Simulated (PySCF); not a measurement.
C6H11, SMILES C1CCC[CH]C1, doublet (GFN2-xTB optimised geometry):

```
17

C     -0.326    -0.807    -1.103
C      0.526    -1.325    -0.015
C      0.121    -0.749     1.363
C     -0.483     0.656     1.245
C      0.028     1.376     0.000
C     -0.500     0.656    -1.240
H     -0.781    -1.468    -1.818
H      0.498    -2.415     0.016
H      1.571    -1.034    -0.200
H     -0.605    -1.414     1.831
H      1.004    -0.723     2.005
H     -0.251     1.235     2.140
H     -1.571     0.583     1.171
H     -0.306     2.415     0.000
H      1.120     1.376     0.000
H      0.013     1.033    -2.139
H     -1.562     0.895    -1.383
```

Method: unrestricted B3LYP/def2-SVP run with PySCF.

Question: What are the frontier orbital energies (α orbitals alone; a β orbital can be the lowest empty one) and the dipole moment?

Answer: HOMO-2 -8.45 eV, HOMO-1 -8.27 eV, HOMO -4.80 eV, LUMO 1.41 eV, LUMO+1 2.15 eV; dipole moment 0.17 D.

Meta-Löwdin charges at B3LYP/def2-SVP: C1 -0.12, C2 -0.17, C3 -0.16, C4 -0.16, C5 -0.16, C6 -0.17, H7 0.09, H8 0.09, H9 0.09, H10 0.09, H11 0.08, H12 0.09, H13 0.08, H14 0.09, H15 0.08, H16 0.09, H17 0.09.
